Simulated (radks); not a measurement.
All-electron atom: the barium ion Ba2+ in [Kr] 4d10 5p6 5d2 (not the ground configuration). Calculated with a radial shooting solver on a logarithmic mesh with Libxc functionals: Dirac Kohn-Sham, PBE, spin-unpolarised, spherical densities, finite nucleus; open shells fill j = l - 1/2 first; Fermi nuclear charge, rms radius 4.8378 fm. Some entries of the table are withheld. Estimate them.

orbital  occ.  eigenvalue (eV)  <r> (bohr)
1s1/2       2        -37247.57     0.02558
2s1/2       2              (1)      0.1093
2p1/2       2        -5561.590     0.09193
2p3/2       4        -5179.839     0.09793
3s1/2       2        -1262.477      0.2916
3p1/2       2        -1119.269         (2)
3p3/2       4        -1045.476         (3)
3d3/2       4        -794.1763      0.2644
3d5/2       6        -778.4470      0.2681
4s1/2       2        -264.1922      0.6734
4p1/2       2        -212.0900      0.6960
4p3/2       4        -196.6755      0.7229
4d3/2       4        -111.4612      0.7909
4d5/2       6        -108.8264      0.8006
5s1/2       0         -51.0505       1.597
5p1/2       2         -36.8956       1.781
5p3/2       4         -34.5644       1.852
4f5/2       0         -16.6716       1.248
4f7/2       0         -16.4528       1.259
5d3/2       2         -15.7621       2.554
5d5/2       0         -15.5204       2.586
6p1/2       0         -10.4451       4.375
6p3/2       0         -10.0559       4.516

Answer. 
(1) 2s1/2 eigenvalue (eV): -5902.697
(2) 3p1/2 <r> (bohr): 0.2815
(3) 3p3/2 <r> (bohr): 0.2934
